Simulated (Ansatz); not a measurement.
`B[SiH2]Br` + HBr → `Br[SiH2]Br` + BH₃ at 298.15 K and 1 bar (cleavage of the Si–B bond).

Gas-phase electronic energies from Ansatz, PBE0-D4/def2-TZVP geometries. CCSD(T)/CBS adds triple-zeta CCSD(T) − MP2 to the extrapolated MP2 energy (def2 sets, frozen cores). This one scheme is used for every species. For Br outer-core shells are correlated without core-valence functions, which leaves a few kJ/mol of doubt a bond. Scalar relativity is left out up to krypton.

```json
{"species": "`B[SiH2]Br`", "CCSD(T)/CBS energy (Eh)": "-2889.59767", "H − E (kJ/mol)": "115.3", "S (J/(mol·K))": "318.5"}
{"species": "HBr", "CCSD(T)/CBS energy (Eh)": "-2573.91920", "H − E (kJ/mol)": "24.6", "S (J/(mol·K))": "198.6"}
{"species": "`Br[SiH2]Br`", "CCSD(T)/CBS energy (Eh)": "-5437.00625", "H − E (kJ/mol)": "65.4", "S (J/(mol·K))": "310.6"}
{"species": "BH₃", "CCSD(T)/CBS energy (Eh)": "-26.55200", "H − E (kJ/mol)": "78.7", "S (J/(mol·K))": "188.3"}
```

H − E and S are ideal-gas, rigid-rotor, harmonic terms from PBE0-D4/def2-TZVP. 1 Eh = 2625.50 kJ/mol, R = 8.31446 J/(mol·K).

Question: By hand: ΔE, ΔH, ΔS and ΔG.

Answer: ΔE = (-5437.00625) + (-26.55200) − (-2889.59767) − (-2573.91920) = -0.04138 Eh = -108.6 kJ/mol. Δ(H − E) = 65.4 + 78.7 − 115.3 − 24.6 = 4.2, so ΔH = -104.4 kJ/mol. ΔS = 310.6 + 188.3 − 318.5 − 198.6 = -18.2 J/(mol·K). ΔG = -104.4 − 298.15 × (-18.2)/1000 = -99.0 kJ/mol.

Question: By hand: the equilibrium constant, and the temperature at which ΔG would vanish if ΔH and ΔS stayed fixed.

Answer: log₁₀ K = −ΔG/(RT ln 10) = 17.3. ΔG = 0 at ΔH/ΔS = 5736 K, far beyond where these terms or the molecules hold.

ΔH outweighs TΔS. A doubt of 5 kJ/mol in ΔE shifts log₁₀ K by 0.9 here. These are equilibria of isolated gas molecules and say nothing of rates. Largest T1 diagnostic: 0.009 (customary marks: 0.02 for closed shells, 0.045 for open ones).
